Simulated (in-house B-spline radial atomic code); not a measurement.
Checks on a self-consistent run for Mn5+, [Ar] 3d2. Computed with an all-electron radial atomic-structure program (B-spline basis): Dirac-Hartree-Fock, average of configuration, Fermi nucleus of rms radius 3.7057 fm.

```tsv
orbital	q	ε (Eh)	<1/r>	<r²>	small-component weight
1s1/2	2	-245.75584	24.9317	0.00498286	0.0080731
2s1/2	2	-32.78028	5.35895	0.0908377	0.001484
2p1/2	2	-28.38449	5.27301	0.0732778	0.001449
2p3/2	4	-27.99486	5.18846	0.0748642	0.0014309
3s1/2	2	-6.83915	1.71456	0.769642	0.00033339
3p1/2	2	-5.42285	1.60281	0.838477	0.00029968
3p3/2	4	-5.36793	1.58564	0.851566	0.00029617
3d3/2	0.8	-3.47593	1.37577	0.983646	0.00023099
3d5/2	1.2	-3.46997	1.37211	0.987891	0.00023018
```

Electron-electron repulsion V_ee = 372.3086 hartree.

What total energy follows from the eigenvalues?

The eigenvalues count the repulsion twice, so E = Σqε - V_ee = -778.761 - 372.309 = -1151.070 hartree; the run printed -1151.070.

Does the Dirac virial theorem hold?

For a point nucleus E = -2c²Σq·w, with w the small-component weight. Here Σq·w = 0.030648 and c = 137.0360, so the ratio E/(-2c²Σq·w) is 1.000006; the finite nucleus accounts for the departure from 1.

What diamagnetic shielding (Lamb formula) and susceptibility (Langevin formula) do the radii give?

σ = (α²/3)Σq<1/r> = 107.606/(3·137.036²) = 1910 ppm, and χ = -0.79199×10⁻⁶·Σq<r²> = -7.312×10⁻⁶ cm³/mol with Σq<r²> = 9.2325 bohr². Both are non-relativistic formulas without the paramagnetism of open shells.
